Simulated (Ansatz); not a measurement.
Computed with Ansatz on PBE0-D4/def2-TZVP structures; ΔE is electronic, products minus reactants. CBS: MP2 limit from def2 TZ/QZ plus the TZ coupled-cluster correction, frozen cores. DFT in def2-TZVPP. Elements past krypton have def2 core potentials. For Ge, In, Se outer-core shells are correlated without core-valence functions, which leaves a few kJ/mol of doubt a bond. Scalar relativity is left out up to krypton. One conformer a species, not always the lowest.

Consider the cleavage of the In–Ge bond: `[F][InH][GeH3]` + H₂Se → `[F][InH][SeH]` + GeH₄.

`[F][InH][GeH3]`:

Cartesian coordinates in Å:
```
F -0.982 -0.371 -2.510
In -1.268 -0.328 -0.566
Ge 0.950 0.244 0.639
H -2.911 -0.667 -0.212
H 0.942 -0.264 2.090
H 2.136 -0.385 -0.105
H 1.133 1.770 0.665
```

H₂Se:

```xyz
3

Se   -0.602    0.005    0.325
H     0.205   -1.033   -0.324
H     0.397    1.028    0.000
```

`[F][InH][SeH]`:

Z-matrix (Å, degrees):
```
In
F 1 1.954
Se 1 2.480 2 108.8
H 1 1.698 2 117.1 3 -180.0
H 3 1.470 1 89.6 2 0.0
```

GeH₄:

```xyz
5

Ge    0.000    0.000    0.000
H     1.322    0.424    0.653
H    -0.953   -0.534    1.076
H     0.271   -1.100   -1.035
H    -0.639    1.210   -0.694
```

| level | ΔE (kJ/mol) | difference from CCSD(T)/CBS |
| --- | --- | --- |
| PBE-D4 | -52.2 | 6.5 |
| BLYP-D4 | -52.6 | 6.1 |
| r2SCAN-D4 | -59.2 | -0.5 |
| CAM-B3LYP-D4 | -56.5 | 2.2 |
| BHLYP | -59.6 | -0.9 |
| HF/def2-SVP | -66.7 | -8.0 |
| SCS-MP2/def2-TZVPP | -61.1 | -2.4 |
| CCSD/def2-QZVPP | -59.1 | -0.4 |
| CCSD(T)/def2-QZVPP | -59.7 | -1.0 |
| HF/CBS(def2) | -68.7 | -10.0 |
| CCSD(T)/CBS | -58.7 | 0 |

Question: What do rigid-rotor, harmonic-oscillator terms from PBE0-D4/def2-TZVP frequencies (298.15 K, 1 bar) make of the CCSD(T)/CBS value? (An estimate is asked.)

Answer: Ansatz gave: ΔZPE = +3.3 kJ/mol, ΔH = -57.6 kJ/mol, ΔS = -35 J/(mol·K), ΔG = -47.2 kJ/mol. Modes under 50 cm⁻¹ make the entropy rough.

Largest T1 diagnostic among the species: 0.015.

In def2-TZVPP, CCSD(T) changes the Hartree–Fock value by +10.6 kJ/mol (the triples alone add −0.8 kJ/mol) and MP2 by +7.2 kJ/mol. From BLYP to BHLYP (50 % exact exchange), in def2-TZVPP and without D4, ΔE moves by −8.0 kJ/mol.
